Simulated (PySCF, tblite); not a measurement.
Species: C4H11NO2Si.
SMILES with atom numbers: `[CH2:1]=[CH:2][CH2:3][O:4][Si@@:5]([CH3:6])([NH2:7])[OH:8]` (hydrogens: H9, H10 on C1; H11 on C2; H12, H13 on C3; H14, H15, H16 on C6; H17, H18 on N7; H19 on O8)

Geometry (GFN2-xTB, Å), atoms numbered from 1 in this order:
```xyz
19
C4H11NO2Si angstrom
C      3.0910    0.6674   -0.5134
C      2.5849   -0.5477   -0.4364
C      1.1250   -0.8510   -0.2769
O      0.3576    0.3109   -0.2226
Si    -1.2212    0.4764    0.1431
C     -2.3657   -0.4153   -1.0869
N     -1.4360    0.0285    1.8064
O     -1.5469    2.0569   -0.0192
H      4.1472    0.8405   -0.6258
H      2.4521    1.5320   -0.4667
H      3.2128   -1.4278   -0.4844
H      0.9846   -1.4445    0.6387
H      0.7945   -1.4754   -1.1211
H     -2.3711   -1.4905   -0.9259
H     -2.0561   -0.2377   -2.1121
H     -3.3879   -0.0647   -0.9918
H     -1.1206   -0.8763    2.1149
H     -2.3197    0.2387    2.2401
H     -0.9343    2.6890    0.3477
```

Jobs on this species (19 atoms, 72 electrons) with PySCF (density fitting) and tblite. Hardware of each: Arm Neoverse N1, one thread, on a shared host. Other jobs ran on the host; a repeat could differ by tens of per cent or more.

```json
{"level and settings": "PBE0/pcSseg-1", "work": "shieldings, charges and field gradients, density and orbital grids written", "basis functions": "198", "SCF cycles": "?", "wall time": "?"}
{"level and settings": "GFN2-xTB", "work": "Hessian by finite differences", "basis functions": "–", "SCF cycles": "–", "wall time": "1.2 s"}
{"level and settings": "GFN2-xTB", "work": "L-BFGS relaxation", "basis functions": "–", "SCF cycles": "–", "wall time": "1.9 s"}
```

Question: Fill in the missing figures.

Answer: 
- PBE0/pcSseg-1; shieldings, charges and field gradients, density and orbital grids written: 80 s, 14 SCF cycles

Question: What do all jobs in the table cost together?

Answer: About 83 s; the longest takes about 96 % of that, and about 67 times as long as the shortest.
